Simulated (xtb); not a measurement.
C₂H₄ClNSi, SMILES N#CC[SiH2]Cl. All values are semi-empirical tight-binding results from xtb (GFN2-xTB unless named), good for trends rather than for accurate numbers. Coordinates come from a GFN2-xTB optimisation. This is a generated structure with no PubChem entry under its InChIKey; it may be hypothetical. One conformer was computed; it need not be the lowest.

Optimised geometry:

Bonds (Å): N1–C2 1.144, C2–C3 1.431, C3–Si4 1.923, C3–H6 1.092, C3–H7 1.091, Si4–Cl5 2.006, Si4–H8 1.461, Si4–H9 1.458. Angles (°): N1–C2–C3 178.8, C2–C3–Si4 111.4, C2–C3–H6 108.3, C2–C3–H7 108.3, Si4–C3–H6 110.5, Si4–C3–H7 110.3, H6–C3–H7 108.0, C3–Si4–Cl5 108.6, C3–Si4–H8 106.7, C3–Si4–H9 109.2, Cl5–Si4–H8 110.0, Cl5–Si4–H9 110.2, H8–Si4–H9 112.0.
Charge 0, spin multiplicity 1.

Task: Estimate the properties. (Estimate from the structure and the level; the computed values follow.)

Result: 
The orbital gap is 5.47 eV and the dipole moment is 4.28 D. The zero-point energy is 33.3 kcal/mol. The G − E(el) at 298.15 K (modified RRHO) is 13.7 kcal/mol. The static polarisability (D4 model) comes out as 69.0 bohr³, the solvation energy, GFN2-xTB/ALPB(water) comes out as -6.4 kcal/mol and the solvation energy, GFN2-xTB/ALPB(hexane) comes out as -5.3 kcal/mol.

Computed atomic charges and the Wiberg bond orders between heavy atoms:
charges (e) N1 -0.26, C2 0.11, C3 -0.15, Si4 0.50, Cl5 -0.21, H6 0.06, H7 0.06, H8 -0.06, H9 -0.05. Bond orders N1–C2 2.82, C2–C3 1.09, C3–Si4 0.83, Si4–Cl5 1.16.
